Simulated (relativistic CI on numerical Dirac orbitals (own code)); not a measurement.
**Re XXVIII: q coefficients and field-shift factors**

These numbers are calculated, not measured: Dirac-Coulomb-Breit CI, separate exchange-only KLI orbitals for each configuration, derivatives by finite differences, unscaled Slater integrals, QED left out (own radial code, finite nucleus).

Configuration list (outside the closed core [Ar] 3d10 4s2): 4p6 4d10 4f2, 4p6 4d9 4f3, 4p6 4d10 4f 5s, 4p6 4d10 4f 5p, 4p6 4d10 5s2, 4p6 4d10 5s 5p, 4p5 4d10 4f3, 4p6 4d10 4f 5d. Levels of other configurations are missing.

With x = (α/α₀)² − 1 an excitation energy changes as ω = ω₀ + qx; K = 2q/ω₀ is the relative enhancement. Terms are leading LS components, so labels can repeat. The field-shift factor is F = δν/δ⟨r²⟩ for the transition from the lowest level.

Lowest level 4p6 4d10 4f2 3H_4.

| Level | ω₀ (cm⁻¹) | q (cm⁻¹) | F (GHz/fm²) |
| --- | --- | --- | --- |
| 4p6 4d10 4f2 3F_2 | 20460 | 3912 | 0.318 |
| 4p6 4d10 4f2 3H_5 | 27986 | 28210 | 1.25 |
| 4p6 4d10 4f2 1G_4 | 41469 | 27440 | 1.34 |
| 4p6 4d10 4f2 3F_3 | 41972 | 28590 | 1.39 |
| 4p6 4d10 4f2 3H_6 | 51484 | 46370 | 2.11 |
| 4p6 4d10 4f2 3F_4 | 74164 | 57330 | 2.69 |
| 4p6 4d10 4f2 1D_2 | 77118 | 26970 | 1.66 |
| 4p6 4d10 4f2 3P_0 | 80110 | 9971 | 1.1 |
| 4p6 4d10 4f2 3P_1 | 93329 | 28780 | 1.87 |
| 4p6 4d10 4f2 1I_6 | 95636 | 37720 | 2.22 |
| 4p6 4d10 4f2 3P_2 | 114600 | 54300 | 2.97 |
| 4p6 4d10 4f2 1S_0 | 196057 | 46380 | 3.52 |
| 4p6 4d10 4f 5s 3F°_2 | 1132934 | -468200 | 728 |
| 4p6 4d10 4f 5s 3F°_3 | 1136174 | -467100 | 727 |
| 4p6 4d10 4f 5s 3F°_4 | 1164711 | -438500 | 730 |
| 4p6 4d10 4f 5s 1F°_3 | 1170678 | -437400 | 727 |
| 4p6 4d10 4f 5p 3G_3 | 1495556 | -416200 | 72.1 |
| 4p6 4d10 4f 5p 3F_2 | 1502428 | -413100 | 71.7 |
| 4p6 4d10 4f 5p 3D_3 | 1530043 | -384700 | 73.2 |
| 4p6 4d10 4f 5p 3G_4 | 1533161 | -384700 | 73.2 |
| 4p6 4d9 4f3 5H°_3 | 1600007 | 11110 | 22.5 |
| 4p6 4d9 4f3 5H°_4 | 1601625 | 9728 | 22.5 |
| 4p6 4d9 4f3 5G°_2 | 1606030 | 11910 | 22.6 |

At this charge energies of transitions that change n are usually good to better than 1 %, and those within a shell (Δn = 0) to a few per cent. Terms inside the open d or f shell come out 10 to 20 % too wide with unscaled integrals.

Question: Which transition from the lowest level has the largest |K|?

Answer: 4p6 4d10 4f2 3H_5 at 27986 cm⁻¹, K = 2.02.
